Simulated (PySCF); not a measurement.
Induced dipoles and field energies

Species: C5H9FOSi.
Atom-mapped SMILES: `[CH3:1][CH2:2][O:3][C:4]1=[CH:5][C@H:6]([F:7])[SiH2:8]1` (hydrogens: H9, H10, H11 on C1; H12, H13 on C2; H14 on C5; H15 on C6; H16, H17 on Si8)

Cartesian coordinates in Å at the GFN2-xTB level; atoms count from 1:
```xyz
17
C5H9FOSi angstrom
C      3.035    0.517    0.092
C      1.708   -0.182    0.328
O      0.665    0.682   -0.104
C     -0.589    0.226    0.054
C     -1.073   -0.911    0.587
C     -2.565   -0.747    0.495
F     -3.167   -1.709   -0.316
Si    -2.283    0.987   -0.343
H      3.150    0.749   -0.963
H      3.852   -0.126    0.407
H      3.072    1.445    0.657
H      1.658   -1.123   -0.235
H      1.572   -0.410    1.394
H     -0.570   -1.776    0.987
H     -3.091   -0.823    1.452
H     -2.702    2.151    0.434
H     -2.679    1.061   -1.743
```

Level: CAM-B3LYP/def2-SVPD (PySCF); nuclei fixed, core orbitals frozen in the response. Permanent dipole (2.136, 0.897, 1.190) D (1 au = 2.5417 D). Static polarisability (au):

```
x   107.56   1.41   1.51
y     1.41  88.78  -7.23
z     1.51  -7.23  74.29
```

Only the terms in μ and α are kept: μ(F) = μ + αF and ΔE = −μ·F − ½ F·αF.

(1) A field of 0.002 au (0.103 V/Å) is applied along each axis in both senses. Find the induced dipole, the size of the total dipole and the two energy terms.

(2) For the field (-0.0004, -0.0006, 0.0008) au, what is the induced dipole, and what angle does it make with the field?

(3) Which field along μ doubles the dipole in that direction (linear response)?

(4) What field makes μF equal to kT at 200 K?

(5) A unit point charge sits 6 Å away. Estimate the induction energy −αe²/2R⁴ with the mean polarisability, treating the molecule as a point.

Results:

(1) 
```csv
field along,induced x (D),induced y (D),induced z (D),total size (D),−μ·F (kJ/mol),−½F·αF (kJ/mol)
+x,0.547,0.007,0.008,3.074,-4.413,-0.565
−x,-0.547,-0.007,-0.008,2.171,+4.413,-0.565
+y,0.007,0.451,-0.037,2.782,-1.853,-0.466
−y,-0.007,-0.451,0.037,2.497,+1.853,-0.466
+z,0.008,-0.037,0.378,2.792,-2.458,-0.390
−z,-0.008,0.037,-0.378,2.462,+2.458,-0.390
```

(2) αF = (-0.108, -0.152, 0.161) D, at 7.3° to the field. The polarisability along this direction, F·αF/F², is 89.11 au, against a mean of 90.21 au.

(3) The polarisability along the dipole is 98.04 au, so F = 1.0247 au / 98.04 au = 0.0105 au = 0.54 V/Å; higher-order terms are ignored.

(4) kT = 0.6334 × 10⁻³ Eh, so F = 0.000618 au = 3.18 MV/cm.

(5) R = 11.34 bohr, so the energy is −90.2/(2 × 11.34⁴) Eh = -7.17 kJ/mol. The charge–dipole term at its most favourable orientation, −μe/R², is -20.9 kJ/mol.

Isolated species at its GFN2-xTB geometry (one conformer only).

The run behind these numbers computed excited states as well. On an Arm Neoverse N1 with one thread, no GPU, shared host with 64 logical CPUs at a one-minute load of 70, this took 1.9 min wall and 1.1 GiB of memory at its peak.
